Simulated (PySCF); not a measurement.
Bonding in 2-(methoxymethyl)pyridine

Species: 2-(methoxymethyl)pyridine, C7H9NO.
SMILES with atom numbers: `[CH3:1][O:2][CH2:3][c:4]1[cH:5][cH:6][cH:7][cH:8][n:9]1` (hydrogens: H10, H11, H12 on C1; H13, H14 on C3; H15 on C5; H16 on C6; H17 on C7; H18 on C8)

Geometry (GFN2-xTB, Å), atoms numbered from 1 in this order:
```
atom  x, y, z in Å
C1    -2.5883    0.0864   -0.5702
O2    -2.1662   -0.6957    0.5197
C3    -1.1656   -0.0762    1.2945
C4     0.1709    0.0119    0.5970
C5     0.6283   -1.0341   -0.1995
C6     1.8609   -0.9075   -0.8151
C7     2.5944    0.2516   -0.6091
C8     2.0503    1.2320    0.2054
N9     0.8696    1.1220    0.7895
H10   -1.7668    0.2862   -1.2679
H11   -2.9993    1.0453   -0.2317
H12   -3.3645   -0.4831   -1.0778
H13   -1.0632   -0.7000    2.1889
H14   -1.4697    0.9339    1.6031
H15    0.0163   -1.9137   -0.3279
H16    2.2454   -1.6998   -1.4418
H17    3.5606    0.3905   -1.0687
H18    2.5780    2.1568    0.4000
```

Bond orders from the PBE0/pcSseg-1 density (PySCF). The structure is a single GFN2-xTB conformer in the gas phase; no vibrational or solvent corrections.

Question: Where do the orders between heavy atoms depart from those drawn in the SMILES?

Answer: The largest departure is 0.182, at C4–C5 (drawn aromatic, 1.318), counting aromatic bonds as 1.5. The bonds drawn aromatic range from 1.32 to 1.49.

Question: Give the Mayer order of every bond, beside its length.

Answer: 
| bond | drawn as | length (Å) | Mayer order |
| --- | --- | --- | --- |
| C1–O2 | single | 1.406 | 0.928 |
| O2–C3 | single | 1.409 | 0.954 |
| C3–C4 | single | 1.510 | 1.006 |
| C4–C5 | aromatic | 1.392 | 1.318 |
| C5–C6 | aromatic | 1.384 | 1.444 |
| C6–C7 | aromatic | 1.387 | 1.414 |
| C7–C8 | aromatic | 1.386 | 1.403 |
| C8–N9 | aromatic | 1.322 | 1.489 |
| N9–C4 | aromatic | 1.326 | 1.470 |
| C1–H10 | single | 1.096 | 0.955 |
| C1–H11 | single | 1.097 | 0.960 |
| C1–H12 | single | 1.088 | 0.975 |
| C3–H13 | single | 1.095 | 0.941 |
| C3–H14 | single | 1.099 | 0.941 |
| C5–H15 | single | 1.079 | 0.963 |
| C6–H16 | single | 1.081 | 0.976 |
| C7–H17 | single | 1.079 | 0.966 |
| C8–H18 | single | 1.082 | 0.975 |

Bonds between the same two heavy elements. C–O: lowest C1–O2 (0.928, 1.406 Å), highest O2–C3 (0.954, 1.409 Å). C–C: lowest C3–C4 (1.006, 1.510 Å), highest C5–C6 (1.444, 1.384 Å). C–N: all 2 within 0.02 of one another (1.470 to 1.489).

Question: Sum the orders of all bonds at each heavy atom with more than one neighbour and set the sums beside the valence in the SMILES.

Answer: C1 3.818 (drawn 4), O2 1.882 (drawn 2), C3 3.842 (drawn 4), C4 3.794 (drawn 4), C5 3.725 (drawn 4), C6 3.834 (drawn 4), C7 3.783 (drawn 4), C8 3.867 (drawn 4), N9 2.959 (drawn 3). Orders between atoms that aren't bonded are not in these sums.

For a closed shell the Mayer order of atoms A and B is Σ (PS)μν (PS)νμ over the basis functions μ on A and ν on B, with P the density and S the overlap matrix.
